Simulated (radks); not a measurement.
Spin polarisation of the 3d8 shell in Ni2+. Start: [Ar] 3d(up 4, down 4); electrons of 3d are moved from spin down to spin up, other shells keep equal spins. Method: scalar-relativistic Kohn-Sham, PBE, spin-polarised, spherical densities, finite nucleus; Fermi nuclear charge, rms radius of each element as measured or else 0.836 A^(1/3) + 0.57 fm; computed with a radial shooting solver on a logarithmic mesh with Libxc functionals.

| moment (Bohr magnetons) | E - E(0) (eV) | e(3d up) (eV) | e(3d down) (eV) | 3p down minus up (eV) | 3s down minus up (eV) | 2p down minus up (eV) |
|---|---|---|---|---|---|---|
| 0 | 0.000 | -28.366 | -28.366 | 0.000 | 0.000 | 0.000 |
| 0.5 | -0.064 | -28.615 | -28.102 | 0.558 | 0.569 | 0.209 |
| 1 | -0.257 | -28.851 | -27.825 | 1.115 | 1.137 | 0.417 |
| 1.5 | -0.578 | -29.074 | -27.533 | 1.673 | 1.706 | 0.626 |
| 2 | -1.027 | -29.282 | -27.228 | 2.232 | 2.276 | 0.834 |

At moment 2 the spin-polarisation energy is -1.027 eV and the 3d exchange splitting 2.054 eV, that is 1.027 eV per Bohr magneton; E = -I m^2/4 would give I = 1.027 eV.
